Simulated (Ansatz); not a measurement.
Cost against result

Saddle point of Si2NH8F3, closed shell (Si₂NH₇F₂ ([NH3][SiH]([F])([F])[SiH3]) + HF → SiNH₄F₃ ([NH3][SiH]([F])([F])[F]) + SiH₄; bonds formed: Si1–F9, Si2–H8; bonds broken: Si1–Si2, H8–F9), PBE0-D4/def2-TZVP structure:

```tsv
atom	x (Å)	y (Å)	z (Å)
Si1	-0.0837	-0.1108	-0.4152
Si2	-0.7967	-0.7329	2.0168
F3	-0.8549	-1.2824	-1.2250
F4	1.3024	-0.9431	-0.1888
H5	-1.1626	0.9115	-0.5035
H6	1.1448	1.5973	-1.7305
N7	0.7699	0.6902	-1.9928
H8	0.2921	0.6285	1.2635
F9	0.8822	1.3549	0.6396
H10	-1.9495	0.0365	2.5631
H11	-1.3175	-2.0312	1.5059
H12	0.1455	-1.0407	3.1305
H13	1.5329	0.1073	-2.3236
H14	0.0950	0.8150	-2.7402
```

Barriers are electronic and count from the start structure reached by relaxing down the imaginary mode.

Program: Ansatz 0.2.0. Basis: as named in each row. Cores are frozen in the correlated methods. B3LYP uses VWN-RPA correlation. Extrapolation: Hartree–Fock as exp(−7.88 √X), correlation as X^−2.97.

Times are rough, for one single point on 5 threads of a shared host (AMD EPYC 7R13), with one NVIDIA H100 (or a share of it) where marked.

The estimate by CCSD(T) at an estimated basis limit (MP2 extrapolated from triple and quadruple zeta, plus CCSD(T) − MP2 in triple zeta) is 1.087 eV.

```csv
method,basis,time (s),barrier (eV),method less estimate
HF,STO-3G,under 1,2.690,1.603
PBE-D4,STO-3G,under 1,0.372,-0.715
SPW92,def2-SVP,under 1,0.182,-0.905
B3LYP-D4,6-31G,under 1,1.073,-0.014
PBE-D4,def2-SVP,1,0.585,-0.503
PBE0-D4,def2-SVP,1,0.774,-0.313
wB97M-V,def2-SVP,4,0.793,-0.294
BLYP-D4,def2-TZVPP,12 (H100),0.949,-0.138
CCSD(T),def2-SVP,13,1.126,0.039
SPW92,def2-TZVPP,13 (H100),0.386,-0.701
B3LYP-D4,def2-TZVPP,13 (H100),1.041,-0.046
PBE0-D4,def2-TZVPP,14 (H100),0.910,-0.178
r2SCAN0-D4,def2-TZVPP,15 (H100),0.901,-0.187
wB97M-V,def2-TZVPP,15 (H100),0.951,-0.136
r2SCAN-D4,def2-TZVPP,16 (H100),0.768,-0.320
B97M-V,def2-TZVPP,16 (H100),0.945,-0.142
MP2,def2-QZVPP,17 (H100),1.034,-0.053
B2PLYP,def2-TZVPP,17 (H100),1.075,-0.012
PBE-D4,def2-TZVPP,18 (H100),0.764,-0.323
BHLYP-D4,def2-TZVPP,19 (H100),1.206,0.119
wB97X-V,def2-TZVPP,19 (H100),1.009,-0.078
RPA on PBE,def2-TZVPP,19 (H100),1.057,-0.030
CCSD(T),def2-TZVPP,20 (H100),1.081,-0.006
CAM-B3LYP-D4,def2-TZVPP,21 (H100),1.019,-0.069
PBE-QIDH,def2-TZVPP,23 (H100),1.005,-0.082
```

All methods are single points on the PBE0-D4 structures.

T1 diagnostic: at most 0.013.

Labels in which every atom is bracketed show which atoms are joined, not bond orders.
